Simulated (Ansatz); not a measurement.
Basis sets compared for the cluster Cd₄⁻. Charge -1, multiplicity 2. Geometry PBE0/def2-SVPD. Ansatz on 4 threads of Arm Neoverse V2 on a shared host; times are rough, and most runs start from earlier orbitals.

```tsv
atom	x (Å)	y (Å)	z (Å)
Cd1	1.268	0.804	0.020
Cd2	-1.268	-0.804	-0.016
Cd3	1.508	-2.380	0.042
Cd4	-1.508	2.380	-0.046
```

In the def2 sets Cd takes a core potential; there is no spin–orbit coupling. At PBE/def2-SVPD, PBE/def2-TZVPD, PBE0/def2-SVPD, PBE0/def2-TZVPD the highest occupied level of the charge -1 doublet lies above zero (up to 0.99 eV). By energy differences its removal costs 0.77 eV (vertical, to the charge 0 singlet, at PBE/def2-TZVPD); a positive level beside a positive removal energy at the same level points to self-interaction error. The structure comes from a short search, and lower isomers may exist.

| level | functions | energy (Eh) | HOMO (eV) | LUMO (eV) | wall time |
| --- | --- | --- | --- | --- | --- |
| PBE/def2-SVPD | 136 | -671.0244 | 0.97 | 1.38 | 3.5 s |
| PBE0/def2-SVPD | 136 | -670.9715 | 0.43 | 1.91 | 9 s |

Q: Estimate the rows for PBE/def2-TZVPD (with forces), PBE0/def2-TZVPD.

A: 
| level | functions | energy (Eh) | HOMO (eV) | LUMO (eV) | wall time |
| --- | --- | --- | --- | --- | --- |
| PBE/def2-TZVPD (with forces) | 160 | -671.1936 | 0.99 | 1.41 | 4.2 s |
| PBE0/def2-TZVPD | 160 | -671.1342 | 0.45 | 1.95 | 10 s |
